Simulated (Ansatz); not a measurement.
Consider the atomization: `C[S][Cd][N](C)C` → 3 C• + Cd (atom) + 9 H• + N• + S•.

Computed with Ansatz on PBE0-D4/def2-TZVP structures; ΔE is electronic, products minus reactants. CBS: MP2 limit from def2 TZ/QZ plus the TZ coupled-cluster correction, frozen cores. This one scheme is used for every species, atoms too. Open shells (•) are unrestricted, without spin–orbit coupling. Spin–orbit coupling would lower the free atoms: a little for C, S. def2 core potentials past Kr. For Cd outer-core shells are correlated without core-valence functions, so the limit isn't a true one: a few kJ/mol of doubt a bond, and 10 to 20 or more in all where bonds break to atoms. Each species was taken in one conformer, which may not be the lowest.

```tsv
species	HF/def2-TZVPP energy (Eh)
`C[S][Cd][N](C)C`	-737.75564
C•	-37.69248
Cd (atom)	-166.88392
H•	-0.49981
N•	-54.40275
S•	-397.50200
```

(1) Work out ΔE.

Largest T1 diagnostic among the species: 0.015.

## Answers

(1) ΔE = 9 × (-0.49981) + 3 × (-37.69248) + (-166.88392) + (-54.40275) + (-397.50200) − (-737.75564) = 1.39124 Eh = +873.0 kcal/mol. CCSD(T)/CBS gives +1221.5 kcal/mol.

Leaving LDA and LC-ωPBE aside and taking each functional with its dispersion term where it has one, the values, not all of them listed here, spread over 60.3 kcal/mol, from BHLYP-D4 to PBE-D4. LDA lies +164.2 kcal/mol from PBE without D4, its usual overbinding. In def2-TZVPP, CCSD(T) changes the Hartree–Fock value by +315.1 kcal/mol (the triples alone add +18.8 kcal/mol) and MP2 by +328.0 kcal/mol; breaking electron pairs costs correlation energy, which Hartree–Fock lacks.

For atomizations the MP2-based limit and the directly extrapolated one differ by several kJ/mol either way, and by 10 to 25 for some Ge, Se and Sn compounds, so smaller differences from it don't rank the levels.
